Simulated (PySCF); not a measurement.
C5H10FO (doublet state).
Cartesian coordinates in Å at the GFN2-xTB level; atoms count from 1:
```xyz
17
C5H10FO angstrom
C     -2.246   -0.752   -0.344
C     -0.956    0.052   -0.437
O     -0.275   -0.365   -1.586
C     -0.084   -0.176    0.853
C      1.074    0.724    0.914
C      2.342    0.405    0.239
F      2.414    1.025   -1.031
H     -2.852   -0.409    0.489
H     -2.018   -1.807   -0.218
H     -2.807   -0.630   -1.268
H     -1.195    1.126   -0.497
H      0.512    0.178   -1.715
H     -0.741   -0.009    1.708
H      0.234   -1.220    0.832
H      0.924    1.743    1.232
H      2.454   -0.664    0.040
H      3.214    0.791    0.779
```

The hyperfine couplings belong to this conformer and change with its torsions.

Identity: `C[C@H](O)C[CH]CF` [radical].

Theory: UKS B3LYP, pcH-1 on C F H O, non-relativistic, mean-field spin-orbit, GIAO in PySCF 2.14.0. The structure is a single GFN2-xTB conformer in the gas phase; no vibrational or solvent corrections. The geometry wasn't refined by DFT: couplings that depend on bond lengths, twists or pyramidal angles can differ widely from those at the functional's own minimum. Stability of the SCF solution: not tested.

(1) Match the computed a_iso(13C) values +96.5, +77.9, -31.7, -10.2, +1.8 MHz with the sites C1; C2; C4; C5; C6.

Results:

(1) 
| site | a_iso (MHz) | ρ(0) (bohr⁻³) | position | distance from C5 (Å) | spin population | largest \|T\| (MHz) |
| --- | --- | --- | --- | --- | --- | --- |
| C1 | +1.8 | +0.0016 | 3 bonds from C5 | 3.85 | +0.01 | 2.7 |
| C2 | +77.9 | +0.0693 | 2 bonds from C5 | 2.53 | +0.06 | 16.9 |
| C4 | -31.7 | -0.0282 | 1 bond from C5 | 1.47 | -0.08 | 3.0 |
| C5 | +96.5 | +0.0859 | largest spin population | 0.00 | +0.98 | 151.6 |
| C6 | -10.2 | -0.0090 | 1 bond from C5 | 1.47 | -0.03 | 2.6 |

ρ(0) is the spin density at the nucleus and T the dipolar tensor; entries for several nuclei are means. Largest spin populations (Mulliken): C5 (+0.98), C4 (-0.08) and C2 (+0.06). C5 is the only atom above +0.15. The positive populations add up to 1.15 and the negative ones to -0.15, together 2S = 1. The angles at C5 add up to 358.1°, so it is nearly planar; its axial dipolar tensor and the negative coupling of its proton fit spin in a p orbital normal to that plane.

Means are taken over nuclei equivalent by connectivity, which assumes that they swap fast. The three 1H nuclei of mean +1.7 MHz run from -0.5 to 6.2 MHz in the frozen geometry.

Time: 44 s wall (grids of density and orbitals included); peak memory 1.1 GiB. Hardware: one thread, AMD EPYC 9B14 (x86_64), on a shared host.
